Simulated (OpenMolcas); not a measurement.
# Co³⁺: Racah parameters, the spin-orbit constant, worked from levels

```json
{
  "Program": "OpenMolcas",
  "Basis": "ANO-R1 [5s3p2d1f]",
  "Scalar Hamiltonian": "X2C, finite nucleus",
  "Active space": "6 electrons in 5 orbitals (3d)",
  "State averaging": "2S+1 = 5 even, 5 roots; 2S+1 = 3 even, 45 roots; 2S+1 = 1 even, 50 roots",
  "Spin-orbit coupling": "state interaction with AMFI integrals over the reference wave functions, term energies averaged over their components"
}
```

Methods: CASSCF; MS-CASPT2, IPEA 0.25 Eh, imaginary shift 0.1 Eh (closed shells correlated: 3s 3p). Measured levels: Sugar and Corliss, J. Phys. Chem. Ref. Data 10, 1097 (1981).

**Racah parameters.** Above 5D, d6 has 3G at 9B + 4C, 3H at 4B + 4C and 3D at 16B + 4C. The first two fix B and C, and the third tests them; where it misses by thousands of cm-1, two parameters do not describe the configuration (Trees and configuration-interaction terms are left out) and B and C hang on the terms chosen. Term energies are centres of gravity, weighted by 2J + 1.

```csv
Source,3G,3H,B,C,C/B,"3D from B, C",3D found
CASSCF,32659,25658,1400,5014,3.58,42456,41966
MS-CASPT2,30509,24611,1180,4973,4.21,38772,37978
```

Energies in cm-1. From CASSCF to MS-CASPT2, B changes by -15.7 % and C by -0.8 %.

**The spin-orbit constant.** For the Hund term 5D of d6, E(J) = (A/2) J(J+1) + constant and ζ = -2S·A = -4A. From J = 0 to J = 4 the energy changes by 10 A.

| Source | E(4) - E(0) | A | ζ |
| --- | --- | --- | --- |
| CASSCF | -1528.9 | -152.9 | 612 |
| MS-CASPT2 | -1520.5 | -152.1 | 608 |
| measured | -1493.6 | -149.4 | 597 |

All in cm-1. MS-CASPT2 is off by +1.8 % and CASSCF by +2.4 %. Both methods take the spin-orbit matrix elements from the reference wave functions, so the second can move ζ only through the term energies and any multistate remixing. Second-order mixing with other terms is absorbed into this ζ.

Term energies are means over components that CASPT2 splits; among the terms shown or strongly mixed into the levels shown the widest spread is 370 cm-1 (3d6 3H, MS-CASPT2). The basis is small and was not contracted for so high a charge. Without dynamic correlation excited terms often stand tens of per cent too high (terms of higher spin than the ground term too low), and those without a measured partner can miss by more than the paired ones (holds for CASSCF). Measured partners are found by configuration, term and J. A level has none where our copy of the source lacks it or the pairing is in doubt (some pairs that miss far off the trend of their configuration count as doubtful), and it then counts in no deviation. Levels of configurations outside the active space are missing.
